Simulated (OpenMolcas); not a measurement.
Computed levels of 3s² 3p³ in ions with 15 electrons, in cm-1 above ⁴S°_3/2.

* Program: OpenMolcas 26.06
* Method: SS-CASPT2, IPEA 0.25 Eh, imaginary shift 0.1 Eh
* Basis: ANO-R2
* Scalar Hamiltonian: X2C, finite nucleus
* Spin-orbit coupling: state interaction with AMFI integrals over the reference wave functions, term energies averaged over their components

Active space for each ion: 3 electrons in 3 orbitals (3p); closed shells correlated by CASPT2: 2s 2p 3s.

| Level | P | S+ | Ar3+ |
| --- | --- | --- | --- |
| ²D°_3/2 | 12340 | 15790 | 22070 |
| ²D°_5/2 | 12340 | 15820 | 22180 |
| ²P°_1/2 | 20760 | 26490 | 37190 |
| ²P°_3/2 | 20770 | 26520 | 37330 |

Question: Estimate ²D°_3/2, ²D°_5/2 for Cl2+ from its neighbours S+ and Ar3+.

Answer: ²D°_3/2 is another term, which grows about linearly with the charge: (15790 + 22070) / 2 = 18930. The calculation gives 18990, so the estimate is off by -0.3 %; the measured value is 18053 (Moore, Atomic Energy Levels, vol. I, NSRDS-NBS 35 (1971 reprint of NBS Circular 467, 1949)).
²D°_5/2 is another term, which grows about linearly with the charge: (15820 + 22180) / 2 = 19000. The calculation gives 19040, so the estimate is off by -0.2 %; the measured value is 18120 (Moore, Atomic Energy Levels, vol. I, NSRDS-NBS 35 (1971 reprint of NBS Circular 467, 1949)).

CASPT2 breaks the degeneracy within a term, and the mean is taken; among the terms shown or strongly mixed into the levels shown the widest spread is 230 cm-1 (3s² 3p³ ²P°, P). With the s shell closed, the reference lacks s² → p² mixing. Measured partners are found by configuration, term and J. A level has none where our copy of the source lacks it or the pairing is in doubt (some pairs that miss far off the trend of their configuration count as doubtful), and it then counts in no deviation. Only configurations of the active space appear.

° marks odd parity.
